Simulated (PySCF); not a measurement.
SMILES c1c(ccc(c1)[O])C, doublet, GFN2-xTB optimised geometry.

```
15

C     -1.45    -2.05    -0.01
C     -0.70    -0.77     0.00
C      0.71    -0.77     0.00
C      1.42     0.39     0.00
C      0.76     1.69     0.00
O      1.39     2.75     0.00
C     -0.69     1.65     0.00
C     -1.37     0.46     0.00
H     -1.02    -2.75     0.71
H     -1.36    -2.52    -1.00
H     -2.50    -1.90     0.21
H      1.22    -1.72     0.00
H      2.50     0.39     0.00
H     -1.21     2.59     0.00
H     -2.45     0.46     0.00
```

Density from unrestricted PBE0/def2-TZVP in PySCF at that geometry.

Minimum of the electron density along straight lines between bonded atoms, close to the bond critical point (lines longer than 1.1 times the sum of covalent radii, or with two minima, are not listed):

```
bond    length / Å  ρ at the minimum / e bohr⁻³  ∇²ρ there / e bohr⁻⁵  position (fraction from the first atom)
------  ----------  ---------------------------  --------------------  ---------------------------------------
C1–C2        1.489                        0.265                 -0.71                                     0.49
C2–C3        1.406                        0.311                 -0.91                                     0.51
C3–C4        1.363                        0.335                 -1.02                                     0.50
C4–C5        1.452                        0.291                 -0.83                                     0.50
C5–O6        1.237                          [?]                   [?]                                     0.34
C5–C7        1.451                        0.291                 -0.83                                     0.50
C2–C8        1.404                        0.312                 -0.92                                     0.51
C7–C8        1.364                        0.334                 -1.02                                     0.50
C1–H9        1.089                        0.278                 -0.95                                     0.64
C1–H10       1.092                        0.275                 -0.93                                     0.64
C1–H11       1.087                        0.281                 -0.97                                     0.64
C3–H12       1.082                        0.287                 -1.02                                     0.65
C4–H13       1.080                        0.289                 -1.04                                     0.65
C7–H14       1.080                        0.289                 -1.04                                     0.65
C8–H15       1.082                        0.287                 -1.02                                     0.65
```

Fill in the missing entries.


- C5–O6, ρ at the minimum / e bohr⁻³: 0.397
- C5–O6, ∇²ρ there / e bohr⁻⁵: -0.27
